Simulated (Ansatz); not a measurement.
Diatomic BO, multiplicity 2 (the spin of the measured ground state).

Constants: fifth-degree fit in 1/R to seven points, most abundant isotopes. Runs in def2 and cc sets follow the lowest solution found near the PBE0 minimum.

Correlated levels freeze the cores.

The values were computed with Ansatz (an electronic-structure program) with Gaussian orbitals. Each number belongs to the level named beside it.

Energies at CCSD/def2-QZVPP:

| R (Å) | E (hartree) |
|---|---|
| 1.116533 | -99.86926052 |
| 1.146547 | -99.87796837 |
| 1.174160 | -99.88224668 |
| 1.205375 | -99.88349169 |
| 1.236590 | -99.88158002 |
| 1.272607 | -99.87620468 |
| 1.314627 | -99.86657934 |

Task: With a reduced mass of 6.5209 u, find the minimum, the force constant and the constants.

Result: A fifth-degree polynomial in 1/R puts the minimum at r_e = 1.2011 Å with force constant 1450 N/m. Then ω_e = (1/2πc)√(k/μ) = 1941 cm⁻¹ and B_e = h/(8π²cμr_e²) = 1.792 cm⁻¹; the cubic and quartic terms give α_e = 0.015 and ω_e x_e = 11 cm⁻¹.
